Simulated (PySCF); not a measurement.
(3S)-3-methyloxolane (C5H10O), SMILES C[C@H]1CCOC1. Coordinates come from a r2SCAN-D4/def2-SVP optimisation. One conformer was computed; it need not be the lowest.

### Question
Give the equilibrium geometry at r2SCAN-D4/def2-SVP (PySCF confirms it by a frequency run) as Cartesian coordinates in Å. (An estimate is asked for; the answer gives what the named calculation found.)

### Answer
Several could match; the one computed here: 
```xyz
16

C     -2.0795     0.6476     0.1803
C     -0.6328     0.4680    -0.2492
C      0.4179     0.7486     0.8304
C      1.6468     0.0485     0.2585
O      1.1567    -1.0599    -0.4924
C     -0.2529    -0.9655    -0.6281
H     -2.2895     1.6927     0.4575
H     -2.7770     0.3725    -0.6274
H     -2.3105     0.0148     1.0539
H     -0.4215     1.1228    -1.1167
H      0.1049     0.2759     1.7792
H      0.5778     1.8214     1.0222
H      2.3415    -0.3166     1.0348
H      2.2158     0.7270    -0.4090
H     -0.5354    -1.2308    -1.6618
H     -0.7570    -1.6842     0.0546
```
